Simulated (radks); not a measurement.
Mn4+, configuration [Ar] 3d3 (the NIST ground configuration).

Calculated with a radial shooting solver on a logarithmic mesh with Libxc functionals: non-relativistic Kohn-Sham, MS2 meta-GGA, spin-polarised, spherical densities, point nucleus; open shells are filled with parallel spins first; meta-GGA in the generalised Kohn-Sham scheme.

Energy parts (hartree):
total: -1146.86476
kinetic: 1146.01696
electron-nucleus: -2679.91606
Hartree: 437.22068
exchange-correlation: -50.18634

Orbitals (lengths in bohr, moments of r in powers of bohr):
| orbital | occ. | eigenvalue (hartree) | <1/r> |
|---|---|---|---|
| 1s up | 1 | -236.9337 | 24.53 |
| 1s down | 1 | -236.9328 | 24.53 |
| 2s up | 1 | -29.40979 | 5.237 |
| 2s down | 1 | -29.35863 | 5.248 |
| 2p up | 3 | -25.40550 | 5.163 |
| 2p down | 3 | -25.35796 | 5.172 |
| 3s up | 1 | -5.33609 | 1.676 |
| 3s down | 1 | -5.18499 | 1.664 |
| 3p up | 3 | -4.16064 | 1.564 |
| 3p down | 3 | -3.99971 | 1.552 |
| 3d up | 3 | -2.29101 | 1.316 |
| 3d down | 0 | -2.11356 | 1.296 |
| 4s up | 0 | -1.53917 | 0.6123 |
| 4s down | 0 | -1.45399 | 0.5926 |
| 4p up | 0 | -1.25818 | 0.5511 |

The highest occupied level is 3d up at -62.341 eV. For comparison, the ionisation energy in NIST's Atomic Spectra Database is 72.4 eV (semi-empirical). In exact Kohn-Sham theory the highest level is minus the ionisation energy, but local and semilocal functionals leave it too shallow, through self-interaction and a potential that decays too fast; potentials with the right tail come closer. The electron density at the nucleus is 1.058e+04 e/bohr^3.
